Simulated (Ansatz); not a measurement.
Gas-phase electronic energies from Ansatz, PBE0-D4/def2-TZVP geometries. CCSD(T)/CBS adds triple-zeta CCSD(T) − MP2 to the extrapolated MP2 energy (def2 sets, frozen cores). This one scheme is used for every species, atoms too. Functionals use def2-TZVPP. No spin–orbit coupling; open shells (•) take unrestricted orbitals. Spin–orbit coupling would lower the free atoms: a little for C, F, Si.

Reaction (atomization): `CC1=C(F)[SiH]1F` → 3 C• + 2 F• + 4 H• + Si•

| level | ΔE (kcal/mol) | difference from CCSD(T)/CBS |
| --- | --- | --- |
| PBE-D4 | 1013.9 | 32.7 |
| ωB97X-V | 985.3 | 4.1 |
| ωB97M-V | 985.7 | 4.5 |
| B2PLYP | 972.4 | -8.8 |
| PBE | 1009.1 | 27.9 |
| r2SCAN | 987.9 | 6.7 |
| HF/def2-TZVPP | 710.3 | -270.9 |
| MP2/def2-QZVPP | 1000.7 | 19.5 |
| SCS-MP2/def2-QZVPP | 987.3 | 6.1 |
| CCSD/CBS(def2) | 963.3 | -17.9 |
| CCSD(T)/CBS | 981.2 | 0 |

Largest T1 diagnostic among the species: 0.013.

The D4 term adds +7.8 kcal/mol with B3LYP and +4.1 kcal/mol with PBE0; it sums over pairs of atoms, weighted by their polarisabilities, and B3LYP, whose exchange is more repulsive, gets the larger term. From PBE to PBE0 (25 % exact exchange), in def2-TZVPP and without D4, ΔE moves by −23.6 kcal/mol: exact exchange takes away binding that semilocal exchange gives to molecules. In def2-TZVPP, CCSD(T) changes the Hartree–Fock value by +243.9 kcal/mol (the triples alone add +18.0 kcal/mol) and MP2 by +274.2 kcal/mol; breaking electron pairs costs correlation energy, which Hartree–Fock lacks.

B3LYP here is the variant with VWN-RPA as its local correlation; programs differ in this.

For atomizations the MP2-based limit and the directly extrapolated one differ by several kJ/mol either way, and by 10 to 25 for some Ge, Se and Sn compounds, so smaller differences from it don't rank the levels.
